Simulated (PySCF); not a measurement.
Atom-mapped SMILES (the numbers label the heavy atoms): `[O:1]=[CH:2][O:3][C@@H:4]1[CH2:5][CH2:6][C@H:7]2[O:8][C@@H:9]12`; H(Xn) means a hydrogen on atom n. Ha(C5), Ha(C6) are cis to O3 on the ring; Hb(C5), Hb(C6) are trans to O3 on the ring.

Computed data (PySCF): σ from GIAO-PBE0/pcSseg-1, geometry: GFN2-xTB. Non-relativistic Hamiltonian, no solvent, single conformer.

Chemical shifts δ = σref − σ; 13C (σ = 186.93 ppm), 1H (σ = 31.72 ppm) against TMS; 17O (σ = 336.08 ppm) against H2O, all at this level.

```
 atoms  nucleus  count  Hirshfeld charge  δ (ppm)
    C9      13C      1              0.01     55.3
    C6      13C      1             -0.07        ?
    C5      13C      1             -0.08     31.8
    O8      17O      1             -0.15     25.8
    C4      13C      1              0.04        ?
Ha(C6)       1H      1              0.05     1.73
    C7      13C      1              0.02     54.7
Ha(C5)       1H      1              0.04     1.51
    O3      17O      1             -0.09    225.3
    O1      17O      1             -0.25        ?
 H(C9)       1H      1              0.05     2.99
 H(C2)       1H      1              0.06        ?
Hb(C5)       1H      1              0.05     1.87
 H(C7)       1H      1              0.05     3.27
 H(C4)       1H      1              0.04     6.14
Hb(C6)       1H      1              0.05     2.00
    C2      13C      1              0.18        ?
```

**Question.** Fill in the missing shifts.

**Answer.** 
- C2: 163.8 ppm, ester carbonyl carbon; lone-pair donation from the attached heteroatom keeps it upfield of a ketone carbonyl
- C4: 72.2 ppm, sp3 CH bonded to O; pulled downfield by the heteroatom
- C6: 28.9 ppm, sp3 CH2 in a ring; saturated and bonded to C and H only
- H(C2): 8.11 ppm, hydrogen on an ester carbonyl carbon
- O1: 435.2 ppm, ester carbonyl oxygen

Shifts are as computed. Against solution values, carbons near 30 ppm lie about +3 ppm off and those near 130 ppm about +5 ppm. Of 1211 compounds with measured shifts, 218 miss one by over three times the rms of a fit or turn the order of signals round; such compounds aren't used in these exercises. Unscaled 17O shifts of doubly bonded oxygen tend to come out too high, by tens of ppm or more. Experimental scales use liquid or dissolved standards, which lie at an offset from isolated H2O (liquid H2O: subtract about 36 ppm).
